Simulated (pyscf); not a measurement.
**`[F][Mo]([F])([F])=[S]`, doublet**

Gas-phase minimum from PySCF at ωB97X-D3(BJ)/def2-SVP, one conformer. Other isomers of [F–Mo(F)(F)=S]• were not searched in full and may lie lower. 

```
Mo
F 1 1.8365
F 1 1.8367 2 120.69
F 1 1.8369 2 103.46 3 -115.06
S 1 2.0783 2 105.40 4 -125.95
```
Charge 0, spin multiplicity 2.

Properties at ωB97X-D3(BJ)/def2-SVP:

```json
{
  "harmonic_wavenumbers_unscaled": "115, 119, 159, 188, 209, 616, 694, 720, 726 cm⁻¹",
  "zero_point_energy": "5.1 kcal/mol",
  "rotational_symmetry_number": "1",
  "Entropy of this conformer at 298 K and 1 atm, rigid rotor and harmonic oscillator, modes under 100 cm⁻¹ raised to 100": "355.6 J/(mol K)",
  "dipole_moment": "0.03 D",
  "Spin expectation value S2": "0.758"
}
```

Single-point totals, which compare only within one level:

| level | total energy (hartree) |
|---|---|
| ωB97X-D3(BJ)/def2-TZVP | -766.27272 |
| PBE/def2-TZVP | -765.84546 |
| r²SCAN/def2-TZVP | -766.14919 |
| B3LYP-D3(BJ)/def2-TZVP | -766.29245 |
| PBE0-D3(BJ)/def2-TZVP | -765.80660 |
| M06-2X/def2-TZVP | -765.98276 |
| ωB97M-D3(BJ)/def2-TZVP | -766.28040 |

Open-shell species with a d-block atom are single-reference here; other states, and whether the spin sits on metal or ligand, were not checked. Elements past Kr carry the def2 core potentials, without spin-orbit coupling.
